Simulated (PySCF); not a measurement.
**What binds SiAs: the parts of the energy along the bond**

State: ²Π, doublet, unpaired electrons π ↑. ROHF-based CCSD(T) in PySCF 2.14 with Si aug-cc-pV(D+d)Z, As cc-pwCVDZ-PP with ECP10 and Si aug-cc-pV(T+d)Z, As cc-pwCVTZ-PP with ECP10 (frozen core orbitals: 9; scalar-relativistic core potentials). Correlation energies are extrapolated as n⁻³ (n = 2, 3), Hartree–Fock as (n+1)·exp(−9√n). All energies in eV from Si + As.

```csv
R (Å),HF/CBS,CCSD corr.,(T),total
1.9209,-0.399,-1.765,-0.2218,-2.385
2.0082,-0.910,-1.771,-0.2418,-2.922
2.0955,-1.133,-1.789,-0.2653,-3.187
2.1828,-1.147,-1.818,-0.2921,-3.257
2.2701,-1.014,-1.856,-0.3219,-3.192
2.3793,-0.709,-1.914,-0.3626,-2.985
2.4884,-0.308,-1.982,-0.4056,-2.696
```

A fit to the total gives Re = 2.1791 Å, De = 3.257 eV, ωe = 489.0 cm⁻¹, Be = 0.1743 cm⁻¹ (masses 27.9769 and 74.9216 u).

At R = 2.1828 Å the CCSD correlation energy is -0.432470 hartree in the smaller basis and -0.664183 in the larger. Extrapolate it.

(3³·E3 − 2³·E2)/(3³ − 2³) = -0.76175 hartree; the larger basis holds 87.2 % of it.

The T1 diagnostic is 0.020. The state was picked by a PBE0 search and need not be the measured ground state. Spin–orbit coupling, excitations beyond (T) and corrections to the Born–Oppenheimer picture are left out.
